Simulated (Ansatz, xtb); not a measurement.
Relative energy of two isomers of CH6BrNOSi2

Structure I: `O=CN([SiH3])[SiH2]Br`, a singlet. Structure II: `O=C[SiH2]N[SiH2]Br`, a singlet. Both are isolated molecules in the gas phase, relaxed with r2SCAN-D4/def2-SVP; each stands in its lowest conformer found.

I (Å):

```xyz
12

C    -1.1776   -0.2551    0.3633
Br    2.8443   -0.3928   -0.8485
N    -0.4450   -0.2241   -0.8108
O    -2.0413    0.5603    0.6110
Si   -0.8852    1.1713   -1.8623
Si    0.8562   -1.3542   -1.1547
H    -0.9179   -1.0896    1.0589
H    -0.6235    2.4556   -1.1650
H     0.0318    1.0254   -3.0294
H    -2.2975    1.0568   -2.3076
H     0.7243   -2.4860   -0.2021
H     0.7811   -1.7812   -2.5724
```

II (Å):

```xyz
12

C    -1.7589   -0.0071    1.3085
Br    3.4965   -1.3324    1.7263
N     0.9328    0.0544    0.5853
O    -1.2782   -0.7554    2.1438
Si   -0.5405    0.7645    0.0353
Si    1.2486   -1.0517    1.9116
H    -2.8648    0.1862    1.3286
H    -0.6054    2.2566    0.1257
H    -0.9594    0.3807   -1.3490
H     1.7878    0.2903    0.0824
H     0.7064   -2.4225    1.7528
H     1.0726   -0.4944    3.2741
```

Quicker runs give these differences E(II) − E(I): GFN2-xTB +31.5 kcal/mol; HF/STO-3G +10.3 kcal/mol (at GFN2-xTB geometries); r2SCAN-D4/def2-SVP//GFN2-xTB +13.9 kcal/mol.

Question: Estimate E(II) − E(I) at the level CCSD(T)/def2-SVP + ΔMP2/def2-TZVPP.

Answer: Calculated at CCSD(T)/def2-SVP + ΔMP2/def2-TZVPP: E(II) − E(I) = +11.2 kcal/mol, so structure I lies lower.

How the difference moves with the method:

```json
{"level": "GFN2-xTB", "geometry": "GFN2-xTB", "E(II) − E(I) (kcal/mol)": "+31.5", "departure from the last row (kcal/mol)": "+20.3", "job, with rough time for the two": "optimisation, 0.47 s"}
{"level": "HF/STO-3G", "geometry": "GFN2-xTB", "E(II) − E(I) (kcal/mol)": "+10.3", "departure from the last row (kcal/mol)": "−0.9", "job, with rough time for the two": "single point, 0.64 s"}
{"level": "r2SCAN-D4/def2-SVP//GFN2-xTB", "geometry": "GFN2-xTB", "E(II) − E(I) (kcal/mol)": "+13.9", "departure from the last row (kcal/mol)": "+2.7", "job, with rough time for the two": "single point, 3.6 s"}
{"level": "r2SCAN-D4/def2-SVP", "geometry": "r2SCAN-D4/def2-SVP", "E(II) − E(I) (kcal/mol)": "+15.3", "departure from the last row (kcal/mol)": "+4.2", "job, with rough time for the two": "optimisation, 51 s"}
{"level": "HF/def2-SVP", "geometry": "r2SCAN-D4/def2-SVP", "E(II) − E(I) (kcal/mol)": "+15.0", "departure from the last row (kcal/mol)": "+3.8", "job, with rough time for the two": "part of the CCSD(T) run"}
{"level": "MP2/def2-SVP", "geometry": "r2SCAN-D4/def2-SVP", "E(II) − E(I) (kcal/mol)": "+16.1", "departure from the last row (kcal/mol)": "+4.9", "job, with rough time for the two": "part of the CCSD(T) run"}
{"level": "CCSD(T)/def2-SVP", "geometry": "r2SCAN-D4/def2-SVP", "E(II) − E(I) (kcal/mol)": "+15.4", "departure from the last row (kcal/mol)": "+4.2", "job, with rough time for the two": "single point"}
{"level": "CCSD(T)/def2-SVP + ΔMP2/def2-TZVPP", "geometry": "r2SCAN-D4/def2-SVP", "E(II) − E(I) (kcal/mol)": "+11.2", "departure from the last row (kcal/mol)": "", "job, with rough time for the two": "single point, 48 s"}
```

As drawn, II has 1 C–Si, 1 N–H in place of 1 C–N, 1 Si–H.

The levels shown agree on the order. The largest departure from CCSD(T)/def2-SVP + ΔMP2/def2-TZVPP is that of GFN2-xTB, 20.3 kcal/mol. The last row adds to CCSD(T) the change of the MP2 difference between the two basis sets, here −4.2 kcal/mol, a large step that makes the value less sure.

With thermal terms from frequencies at re-optimised GFN2-xTB minima (ideal gas, soft modes damped towards free rotors, one conformer each, 298.15 K, 1 atm): on the last row, ΔE + ΔZPE = +11.8, ΔH = +11.9, ΔG = +11.7 kcal/mol.

The correlated steps freeze 22 core orbitals; the filled d shell of Br is correlated, in a basis made for valence electrons. Programs: Ansatz 0.2.0, xtb 6.7.1; the last row on 2 threads of Intel(R) Xeon(R) 6975P-C (Granite Rapids) on a shared host.
